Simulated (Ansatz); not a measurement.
Reaction (SMILES): [CH]=S (CHS) -> [CH-]=S (an electron is taken up)

Quantity: adiabatic electron affinity (0 K, with zero-point energies), in eV. Positive where the reaction releases energy. Conventions: 6-311+G** with 5d, 6d on Na to Ar in Ansatz (a program for electronic structure); LANL2DZ with its own core potentials from Na on; six Cartesian d functions in 6-31G* and its kin unless marked 5d; open shells spin-unrestricted; no spin-orbit coupling; dispersion terms only where a functional's name holds one; non-relativistic. Ab initio and DFT rows: single points at B3LYP-D3(BJ) geometries (Ansatz), with unscaled harmonic terms from B3LYP/6-31G* (Ansatz) at its own minima. Sets without +, aug- or the D of def2-TZVPD hold no diffuse functions, which anions need.

```json
[
 {"level": "B3LYP/STO-3G", "program": "Ansatz", "adiabatic electron affinity (0 K, with zero-point energies) (eV)": "-4.48"},
 {"level": "B3LYP/3-21G", "program": "Ansatz", "adiabatic electron affinity (0 K, with zero-point energies) (eV)": "0.34"},
 {"level": "B3LYP/LANL2DZ", "program": "Ansatz", "adiabatic electron affinity (0 K, with zero-point energies) (eV)": "0.56"},
 {"level": "B3LYP/6-31G", "program": "Ansatz", "adiabatic electron affinity (0 K, with zero-point energies) (eV)": "0.46"},
 {"level": "B3LYP/6-31G*", "program": "Ansatz", "adiabatic electron affinity (0 K, with zero-point energies) (eV)": "0.31"},
 {"level": "B3LYP/6-31+G*", "program": "Ansatz", "adiabatic electron affinity (0 K, with zero-point energies) (eV)": "0.93"},
 {"level": "B3LYP/6-31G**", "program": "Ansatz", "adiabatic electron affinity (0 K, with zero-point energies) (eV)": "0.31"},
 {"level": "B3LYP/def2-SVP", "program": "Ansatz", "adiabatic electron affinity (0 K, with zero-point energies) (eV)": "0.20"},
 {"level": "B3LYP/cc-pVDZ", "program": "Ansatz", "adiabatic electron affinity (0 K, with zero-point energies) (eV)": "0.33"},
 {"level": "B3LYP/6-311+G**", "program": "Ansatz", "adiabatic electron affinity (0 K, with zero-point energies) (eV)": "0.93"},
 {"level": "B3LYP/def2-TZVPD", "program": "Ansatz", "adiabatic electron affinity (0 K, with zero-point energies) (eV)": "0.86"}
]
```

No value to compare with is used here. The 10 habitual levels span -4.48 (B3LYP/STO-3G) to 0.93 eV (B3LYP/6-311+G**); B3LYP/def2-TZVPD gives 0.86.

The sets are all those run for this method; left out are runs that failed, that the program found above a lower state of the same kind, or whose <S^2> lies over 0.5 above the pure value.
